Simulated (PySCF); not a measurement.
C4H4FOP.
Z-matrix (Å and degrees, PBE0/cc-pVDZ geometry), rows numbered from 1:
```
O 
P   1  1.5069
C   2  1.8281  1  120.50
C   3  1.3410  2  108.90  1  -131.60
C   4  1.4736  3  113.67  2     1.97
F   5  1.3293  4  117.11  3   179.98
C   5  1.3395  4  117.54  3    -0.07
H   2  1.4360  1  115.37  3   121.56
H   3  1.0898  2  125.10  1    50.01
H   4  1.0924  3  126.13  2  -177.96
H   7  1.0878  2  126.53  1   -50.74
```

Computed with PBE0/cc-pVDZ geometry optimisation, gas phase (PySCF 2.14.0).

Take the most abundant isotopes and a rigid rotor. 

Task: What are A, B and C (cm⁻¹)?

Result: Ia = 92.69, Ib = 320.97, Ic = 392.24 u·Å²; 505379 MHz·u·Å²/I gives 5453, 1575 and 1288 MHz, that is A = 0.18188, B = 0.05252, C = 0.04298 cm⁻¹.

Task: Classify the top.

Result: An asymmetric top: κ = (2 × 1575 − 5453 − 1288)/(5453 − 1288) = -0.86.

Task: What does the inertial defect say?

Result: Not planar: Δ = Ic − Ia − Ib = -21.42 u·Å². For a rigid frame Δ = −2 Σ m c², so Σ m c² = 10.71 u·Å² lies off the ab plane: 3.03 from hydrogen and 7.68 from heavier atoms. The atom farthest from that plane is 1.70 Å away.

Task: List the rotational levels J(Ka,Kc) to J = 4 (K).

Result: Above 0(0,0), as E/k:
J = 1: 1(0,1) 0.137, 1(1,1) 0.324, 1(1,0) 0.337
J = 2: 2(0,2) 0.411, 2(1,2) 0.585, 2(1,1) 0.626, 2(2,1) 1.184, 2(2,0) 1.185
J = 3: 3(0,3) 0.821, 3(1,3) 0.976, 3(1,2) 1.058, 3(2,2) 1.596, 3(2,1) 1.600, 3(3,1) 2.562, 3(3,0) 2.562
J = 4: 4(0,4) 1.363, 4(1,4) 1.497, 4(1,3) 1.634, 4(2,3) 2.145, 4(2,2) 2.156, 4(3,2) 3.113, 4(3,1) 3.113, 4(4,1) 4.462, 4(4,0) 4.462

Task: Predict some low-J microwave lines.

Result: The dipole components are |μa| = 2.63 D, |μb| = 1.71 D, |μc| = 1.72 D. The squared components, which scale the intensities, stand as 1.00 : 0.42 : 0.43 (a : b : c). Some of the stronger lines:

```
type  branch         J(Ka,Kc)    MHz  lower level (cm⁻¹)
   a       Q  3(1,2) ← 3(1,3)   1716               0.678
   c       Q  2(1,2) ← 2(0,2)   3607               0.286
   b       R  3(0,3) ← 2(1,2)   4921               0.406
   a       R  2(1,2) ← 1(1,1)   5440               0.225
   b       R  1(1,1) ← 0(0,0)   6741               0.000
   b       R  4(0,4) ← 3(1,3)   8072               0.678
   a       R  3(0,3) ← 2(0,2)   8528               0.286
   a       R  3(2,2) ← 2(2,1)   8589               0.823
   a       R  4(0,4) ← 3(0,3)  11302               0.570
   a       R  4(1,3) ← 3(1,2)  11992               0.735
   b       R  2(2,1) ← 1(1,0)  17646               0.234
   c       Q  3(3,1) ← 3(2,1)  20039               1.112
   b       Q  4(3,2) ← 4(2,3)  20156               1.491
   b       R  3(2,2) ← 2(1,1)  20223               0.435
   b       R  3(2,1) ← 2(1,2)  21157               0.406
   b       R  4(2,3) ← 3(1,2)  22655               0.735
   b       R  3(3,1) ← 2(2,0)  28689               0.824
   c       R  4(3,1) ← 3(2,1)  31523               1.112
   c       R  4(3,2) ← 3(2,2)  31596               1.110
   b       R  4(4,0) ← 3(3,1)  39602               1.780
```

Task: Estimate the classical rotational partition function at 10 K, 25 K and 298.15 K.

Result: Point group C1, symmetry number σ = 1; q = (√π/σ)·√((kT/h)³/(ABC)), k/h = 20836.6 MHz/K: 1600 at 10 K, 6340 at 25 K, 261000 at 298.15 K.

No frequency check. No vibrational averaging or centrifugal distortion is included, and the geometry carries the error of its method.
